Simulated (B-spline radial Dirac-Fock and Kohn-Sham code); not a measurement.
# Mn⁷⁺ 3p1/2: cross section and angular parameters

System: the Mn⁷⁺ ion, [Ne] 3s2 3p6; threshold 196.2 eV (orbital energy of the model). Model: Dirac-Hartree-Slater photoionisation with a Latter tail; cross sections with all multipoles, angular parameters from the dipole term and its interference with E2. Program: a radial B-spline solver.

For linearly polarised light dσ/dΩ = σ/(4π) [1 + β P₂(cos θ) + (δ + γ cos²θ) sin θ cos φ], with θ from the polarisation vector and φ the angle between the beam and the projection of the electron momentum on the plane normal to the polarisation.

```tsv
hν (eV)	σ (kb)	β	γ	δ
214	393	1.186	0.084	0.010
277	285	1.481	0.004	0.002
404	153	1.616	-0.013	0.003
508	98.6	1.634	0.024	0.004
600	70.1	1.629	0.066	0.005
602	69.6	1.629	0.067	0.005
923	26.8	1.569	0.219	0.010
1000	22.2	1.553	0.252	0.012
1600	6.79	1.425	0.477	0.024
2220	2.80	1.312	0.644	0.039
2984.4	1.20	1.197	0.799	0.058
4000	0.501	1.073	0.951	0.084
4330	0.393	1.038	0.991	0.093
4360	0.384	1.035	0.994	0.093
5414.7	0.195	0.939	1.100	0.120
6390	?	?	?	?
6670	0.0995	0.846	1.196	0.150
9170	0.0346	0.708	1.334	0.206
9251.7	0.0336	0.704	1.338	0.208
9330	0.0327	0.701	1.341	0.210
14000	0.00809	0.540	1.507	0.301
15000	0.00635	0.514	1.535	0.319
```

Q: Give the values at 6390 eV.

A: σ = 0.114 kb, β = 0.865, γ = 1.176, δ = 0.144.

Values without a named source are computed, but for edge energies of neutral atoms, which are taken from tables.
